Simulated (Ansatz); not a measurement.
Input for Ansatz (a first-principles code): R-CCSD(T)/def2-TZVPPD on AlBrH2 (SMILES [AlH2][Br]), atoms moved off the minimum. Files ending in .json are basis or fitting sets from the Basis Set Exchange. The run froze 19 orbitals, filled d shells among them.

Ansatz 0.2 input:
```yaml
crystal:
  periodic: [false, false, false]
  atoms:
    - {symbol: Al, position_ang: [-0.82009390, -1.41914269, 0.04745154]}
    - {symbol: H, position_ang: [-0.19190404, -2.25990023, 1.35228809]}
    - {symbol: H, position_ang: [-2.12949115, -1.73254972, -0.76925086]}
    - {symbol: Br, position_ang: [0.18710381, 0.68796109, 0.01085889]}
basis:
  gaussian:
    orbitals: def2-TZVPPD.json
magnetization: {spin_polarized: false}
correlation: {method: ccsd_t, electrons: outside_noble_gas}
scf: {lower_state_search: off}
output: {forces: true}
```

The log:

```
WARN ansatz: RAYON_NUM_THREADS=1 ignored (pool sized by the plan → 1); use --threads N
Functional definition: HF
these checks for a lower state are left out or cut short: starts, cluster_reference, orbital_swaps, neighbouring_geometries, increment
integrals: 0.28 GiB planned
815 factors; integrals over basis functions are off by at most 1.3e-3 eV
mean field: 0.37 GiB planned
mean field evaluation 1: about -76614.3886 eV, gradient 1.3e1 eV
mean field evaluation 2: about -76614.4480 eV, gradient 1.3e1 eV
mean field evaluation 4: about -76615.2273 eV, gradient 1.8e0 eV
mean field evaluation 8: about -76615.2436 eV, gradient 9.5e-2 eV
mean field -76615.24364363 eV, -2815.5582722261 hartree, gradient 5.3e-6 eV, S^2 0.000000; 0 other end points of the search recorded, 0 dependent functions left out
19 core orbitals not correlated
reference -76615.24364363 eV, -2815.5582722261 hartree; 6, 6 occupied and 114, 114 virtual orbitals, 815 factors
densities: 0.91 GiB planned
second order -6.61127092 eV of doubles, -0.00000000 eV of singles
coupled cluster: 0.56 GiB planned
cycle   1  -7.20125830 eV  change   -5.9e-1 eV  update   6.1e-2
cycle   2  -7.42342127 eV  change   -2.2e-1 eV  update   2.0e-2
cycle   3  -7.44876560 eV  change   -2.5e-2 eV  update   7.8e-3
cycle   4  -7.44497025 eV  change    3.8e-3 eV  update   2.6e-3
cycle   5  -7.44460741 eV  change    3.6e-4 eV  update   9.1e-4
cycle   6  -7.44466215 eV  change   -5.5e-5 eV  update   3.2e-4
cycle   7  -7.44465444 eV  change    7.7e-6 eV  update   1.0e-4
cycle   8  -7.44467942 eV  change   -2.5e-5 eV  update   3.7e-5
cycle   9  -7.44467889 eV  change    5.4e-7 eV  update   1.2e-5
cycle  10  -7.44467343 eV  change    5.5e-6 eV  update   4.4e-6
perturbative correction -0.25768113 eV, -0.0094696070 hartree
the calculation of the forces begins
mean field evaluation 16: about -76615.2436 eV, gradient 5.3e-6 eV
Total energy: -76622.94599819 eV, -2815.8413285353 hartree
Atom 0 at    -0.820094    -1.419143     0.047452 Å, force     0.614743     0.409524     1.457962 eV/Å
Atom 1 at    -0.191904    -2.259900     1.352288 Å, force    -0.467071     0.306700    -1.097551 eV/Å
Atom 2 at    -2.129491    -1.732550    -0.769251 Å, force     0.217041    -0.036646    -0.120485 eV/Å
Atom 3 at     0.187104     0.687961     0.010859 Å, force    -0.364713    -0.679578    -0.239926 eV/Å
Dipole moment:    -0.133739    -0.341902    -0.131217 e Å
Checks for a lower state left out: starts, cluster_reference, orbital_swaps, neighbouring_geometries, increment
```

The calculation finished and met its thresholds.

Cost: about 40 core-seconds (a rough figure).
